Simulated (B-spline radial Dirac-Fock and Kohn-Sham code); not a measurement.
# Magnetic form factor of the 4f shell of La⁺

System: the La⁺ ion in the configuration [Xe] 4f2 (not the ground configuration).

These are calculated numbers from a B-spline atomic structure program; the model is Dirac-Fock densities. ⟨j_K⟩ is the integral of the 4f radial density with the spherical Bessel function j_K(4πsr), s = sin θ/λ.

Hund's rules give S = 1, L = 5, J = 4 for 4f2, so g = 0.800, and the dipole approximation is F = ⟨j0⟩ + C₂⟨j2⟩ with C₂ = (2 − g)/g = 1.500.

```
s (Å⁻¹)     ⟨j0⟩    ⟨j2⟩    ⟨j4⟩    ⟨j6⟩  F (dipole)
      0   1.0000  0.0000  0.0000  0.0000      1.0000
   0.05   0.8786  0.0447  0.0027  0.0002      0.9456
    0.1   0.6781  0.0977  0.0179  0.0034      0.8246
   0.15   0.5209  0.1209  0.0326  0.0108      0.7023
    0.2   0.3999  0.1324  0.0410  0.0169      0.5985
   0.25   0.3036  0.1380  0.0469  0.0208      0.5106
    0.3   0.2271  0.1386  0.0518  0.0235      0.4351
   0.35   0.1670  0.1353  0.0559  0.0259      0.3699
    0.4   0.1203  0.1289  0.0592  0.0282      0.3137
   0.45   0.0845  0.1205  0.0614  0.0303      0.2653
    0.5   0.0574  0.1110  0.0627  0.0322      0.2239
    0.6   0.0222  0.0908  0.0625  0.0352      0.1585
    0.7   0.0037  0.0718  0.0595  0.0369      0.1113
    0.8  -0.0053  0.0553  0.0547  0.0374      0.0776
    0.9  -0.0088  0.0417  0.0490  0.0369      0.0538
      1  -0.0095  0.0310  0.0431  0.0355      0.0369
    1.1  -0.0088  0.0226  0.0373  0.0335      0.0252
    1.2  -0.0075  0.0163  0.0320  0.0312      0.0169
    1.4  -0.0048  0.0081  0.0228  0.0262      0.0073
    1.6  -0.0028  0.0037  0.0159  0.0212      0.0029
```

Radial moments of the shell: ⟨r²⟩ = 7.965, ⟨r⁴⟩ = 299.0, ⟨r⁶⟩ = 22480 in powers of bohr.
